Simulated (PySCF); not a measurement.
# Si³⁺ (silicon, charge +3) across methods

[Ne] 3s1, 2S determinant. All numbers are calculated (PySCF 2.14, no relativity, point nucleus, in aug-cc-pV(Q+d)Z). The B2PLYP total includes its PT2 part (frozen core); its orbital energies are those of the SCF part.

```json
{"method": "PBE0", "E (hartree)": "-287.1285", "mean ε 2p α (eV)": "-137.78", "mean ε 2p β (eV)": "-137.44", "mean ε 3s α (eV)": "-41.534", "Σ⟨r²⟩ (bohr²)": "6.836", "⟨S²⟩": "0.750"}
{"method": "PBE", "E (hartree)": "-287.0982", "mean ε 2p α (eV)": "-132.54", "mean ε 2p β (eV)": "-132.22", "mean ε 3s α (eV)": "-40.329", "Σ⟨r²⟩ (bohr²)": "6.832", "⟨S²⟩": "0.750"}
{"method": "r2SCAN", "E (hartree)": "-287.2271", "mean ε 2p α (eV)": "-134.39", "mean ε 2p β (eV)": "-134.12", "mean ε 3s α (eV)": "-40.594", "Σ⟨r²⟩ (bohr²)": "6.836", "⟨S²⟩": "0.750"}
{"method": "MN15", "E (hartree)": "-287.1496", "mean ε 2p α (eV)": "-138.59", "mean ε 2p β (eV)": "-138.49", "mean ε 3s α (eV)": "-41.679", "Σ⟨r²⟩ (bohr²)": "6.922", "⟨S²⟩": "0.750"}
{"method": "M06", "E (hartree)": "-287.2447", "mean ε 2p α (eV)": "-138.24", "mean ε 2p β (eV)": "-138.04", "mean ε 3s α (eV)": "-41.355", "Σ⟨r²⟩ (bohr²)": "6.775", "⟨S²⟩": "0.750"}
{"method": "BLYP", "E (hartree)": "-287.2647", "mean ε 2p α (eV)": "-132.60", "mean ε 2p β (eV)": "-132.33", "mean ε 3s α (eV)": "-40.369", "Σ⟨r²⟩ (bohr²)": "6.800", "⟨S²⟩": "0.750"}
{"method": "B2PLYP", "E (hartree)": "-287.1466", "mean ε 2p α (eV)": "-143.33", "mean ε 2p β (eV)": "-143.01", "mean ε 3s α (eV)": "-42.782", "Σ⟨r²⟩ (bohr²)": "6.832", "⟨S²⟩": "0.750"}
{"method": "UHF", "E (hartree)": "-286.82112", "mean ε 2p α (eV)": "-152.28", "mean ε 2p β (eV)": "-151.90", "mean ε 3s α (eV)": "-44.672", "Σ⟨r²⟩ (bohr²)": "6.891", "⟨S²⟩": "0.750"}
```

(1) Estimate the same row for LDA.

Answers

(1) E (hartree) = -286.0785; mean ε 2p α (eV) = -132.61; mean ε 2p β (eV) = -132.31; mean ε 3s α (eV) = -40.443; Σ⟨r²⟩ (bohr²) = 6.820; ⟨S²⟩ = 0.750.
